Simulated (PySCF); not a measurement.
## Ni: ionisation energy

Ni [Ar] 3d8 4s2 (3F) → Ni⁺ [Ar] 3d9 (2D), as a difference of total energies. Calculation: PySCF 2.14, in pcseg-2 (6s4p3d2f1g, 56 functions); the non-relativistic Hamiltonian (point nucleus). Correlated levels: valence: [Ar] frozen. The calculations carry no spin-orbit coupling.

```csv
method,ionisation energy (eV),difference from reference (eV)
UHF,7.785,+0.145
PBE,7.122,-0.518
r2SCAN,7.672,+0.032
MP2 (valence),6.492,-1.148
SCS-MP2 (valence),6.716,-0.924
```

Reference: 7.640 eV (measured; NIST Atomic Spectra Database, ionization energies).

These non-relativistic numbers lack the scalar-relativistic shift.

The reference lies between the lowest fine-structure levels, while these numbers refer to the centres of the terms.

Errors of the correlated levels include the incompleteness of this basis and the frozen core.

MP2 underrates the near-degeneracy of ns² with np² in the lower species.
